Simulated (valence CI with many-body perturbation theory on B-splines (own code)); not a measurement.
# Ladder of approximations for Si7+

Computed by valence CI with perturbative core correlation (CI+MBPT): five valence electrons over a frozen Dirac-Fock core [He], radial functions for each j: 9 s, 9 p, 8 d, 6 f, 3 g, 1 h, with the one-electron correlation potential Σ1 (screened to all orders), the two-electron term Σ2, the three-electron term Σ3, Breit, model QED; selected single and double excitations, second order for the rest, scaled by the run's own slope (own B-spline code, finite nucleus).

No measured levels were compared; by estimate levels hold to about 100 cm⁻¹ or 0.05 % of their energy and the worst to 300 or 400 cm⁻¹, as in measured light ions of charge 2 to 7. Among the levels kept, up to 2100 cm⁻¹ of a level comes from second order outside the variational space, and about a tenth of that is noise between levels of different J, which matters for small intervals.

Each rung adds one term. CI alone is the Dirac-Coulomb CI over the frozen core; QED comes last and gives the full result, which names the levels. Energies are above 2s2 2p3 4S°_3/2 on the same rung, in eV.

```tsv
Level	CI alone
2s2 2p3 2D°_3/2	8.58
2s2 2p3 2D°_5/2	8.66
2s2 2p3 2P°_1/2	13.06
2s2 2p3 2P°_3/2	13.14
2s 2p4 4P_5/2	38.99
2s 2p4 4P_3/2	39.43
2s 2p4 4P_1/2	39.68
2s 2p4 2D_5/2	53.71
2s 2p4 2D_3/2	53.70
2s 2p4 2S_1/2	62.88
2s 2p4 2P_3/2	66.34
2s 2p4 2P_1/2	66.90
2p5 2P°_3/2	102.42
2p5 2P°_1/2	103.16
2s2 2p2 3s 4P_1/2	177.19
2s2 2p2 3s 4P_3/2	177.49
```

Question: What do these energies become with core correlation, Breit and QED?

Answer: 2s2 2p3 2D°_3/2 8.61 (+0.027); 2s2 2p3 2D°_5/2 8.64 (-0.018); 2s2 2p3 2P°_1/2 13.11 (+0.048); 2s2 2p3 2P°_3/2 13.17 (+0.033); 2s 2p4 4P_5/2 38.78 (-0.212); 2s 2p4 4P_3/2 39.22 (-0.207); 2s 2p4 4P_1/2 39.45 (-0.221); 2s 2p4 2D_5/2 53.41 (-0.300); 2s 2p4 2D_3/2 53.41 (-0.286); 2s 2p4 2S_1/2 62.64 (-0.236); 2s 2p4 2P_3/2 65.84 (-0.505); 2s 2p4 2P_1/2 66.38 (-0.515); 2p5 2P°_3/2 101.75 (-0.665); 2p5 2P°_1/2 102.46 (-0.700); 2s2 2p2 3s 4P_1/2 177.33 (+0.142); 2s2 2p2 3s 4P_3/2 177.61 (+0.125).

Question: How does the ionisation energy move along the ladder, and which term matters most?

Answer: CI alone 303.41, + Σ1 303.60, + Σ2 303.61, + Σ3 303.55, + Breit 303.53, + QED 303.53 eV. The largest step is Σ1, 0.20 eV. NIST lists 303.59 ± 0.05 eV (semi-empirical).
